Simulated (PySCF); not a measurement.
## Partial charges of `CC(=S)[SiH2][SiH2][SiH3]`

C₂H₁₀SSi₃.
Cartesian coordinates in Å at the PBE0-D3(BJ)/def2-SVP level; atoms count from 1:
```xyz
16
C2H10SSi3 angstrom
C      2.8376   -0.8987   -0.0088
C      1.5065   -0.3705    0.4058
S      0.8527   -0.6634    1.8707
Si     0.4932    0.7308   -0.7787
Si    -1.7569    0.1245   -0.5633
Si    -2.5324    0.3850    1.6387
H      3.4984   -0.0662   -0.3078
H      3.3143   -1.4822    0.7914
H      2.7241   -1.5282   -0.9089
H      1.0078    0.5951   -2.1815
H      0.7087    2.1503   -0.3537
H     -2.5647    0.9788   -1.4942
H     -1.9029   -1.2996   -1.0064
H     -4.0080    0.6510    1.5887
H     -1.8722    1.5552    2.2910
H     -2.3127   -0.8519    2.4430
```

Density: PBE0/pcSseg-1 (PySCF); schemes: Mulliken, IAO, Hirshfeld and ESP-fitted. Geometry: PBE0-D3(BJ)/def2-SVP, one conformer, isolated molecule.

Task: Atoms with like bonding are taken together and averaged. At which atom do the 4 schemes differ most?

Result: At C2: from -0.557 (Mulliken) to +0.131 e (ESP-fitted), 0.688 e apart.

Task: Do the Mulliken, IAO, Hirshfeld and ESP-fitted schemes agree on where the charge is lowest?

Result: The schemes don't all agree: Mulliken C2 (-0.557); IAO C1 (-0.420); Hirshfeld C1 (-0.116); ESP-fitted C1 (-0.379).

Task: Do the Mulliken, IAO, Hirshfeld and ESP-fitted schemes agree on where the charge is highest?

Result: All schemes agree: Mulliken Si4 (+0.422); IAO Si4 (+0.436); Hirshfeld Si4 (+0.223); ESP-fitted Si4 (+0.240).

Task: Give the atomic charges in each scheme.

Result: In e; atoms taken as equivalent share a row and are averaged (×n: the atom named and its like, n in all):

```
       atom          environment  Mulliken     IAO  Hirshfeld  ESP-fitted
         C1        methyl carbon    -0.179  -0.420     -0.116      -0.379
         C2  thiocarbonyl carbon    -0.557  -0.269     -0.026      +0.131
         S3  thiocarbonyl sulfur    -0.016  -0.040     -0.048      -0.197
        Si4         SiH2 silicon    +0.422  +0.436     +0.223      +0.240
        Si5         SiH2 silicon    -0.015  +0.140     +0.138      +0.101
        Si6         SiH3 silicon    +0.200  +0.296     +0.192      +0.211
   H7/H8/H9      methyl hydrogen    +0.145  +0.163     +0.054      +0.131
    H10/H11        Si–H hydrogen    -0.042  -0.095     -0.074      -0.085
    H12/H13        Si–H hydrogen    -0.024  -0.080     -0.074      -0.063
H14/H15/H16        Si–H hydrogen    -0.053  -0.094     -0.077      -0.069
```

Mean size of the charges over all atoms: IAO 0.170 e, ESP-fitted 0.135 e, Mulliken 0.132 e, Hirshfeld 0.090 e. Each set sums to the total charge, 0, to within 0.001 e. The IAO scheme counts the electrons in orthogonalised intrinsic atomic orbitals, a minimal basis polarised so that it spans the occupied orbitals exactly. The Mulliken scheme gives each basis function's population to the atom it is centred on and halves the overlap population of two atoms between them.

Some averages cover members that differ in this geometry: H7/H8/H9, ESP-fitted +0.100 to +0.148; H14/H15/H16, ESP-fitted -0.091 to -0.043; H10/H11, Mulliken -0.060 to -0.024 e.

Task: How closely do the schemes follow one another over all atoms?

Result: Correlation coefficient and root-mean-square difference: IAO with Hirshfeld 0.89, 0.124 e; Mulliken with IAO 0.85, 0.110 e; Hirshfeld with ESP-fitted 0.83, 0.093 e; IAO with ESP-fitted 0.81, 0.123 e; Mulliken with Hirshfeld 0.64, 0.155 e; Mulliken with ESP-fitted 0.43, 0.194 e.

Task: How many electrons does the Hirshfeld scheme count on Si4?

Result: Z − q = 14 − (+0.223) = 13.777.

The run behind these numbers computed NMR shieldings as well. On one thread of an Arm Neoverse V1, no GPU, on a shared host, this took 29 s.
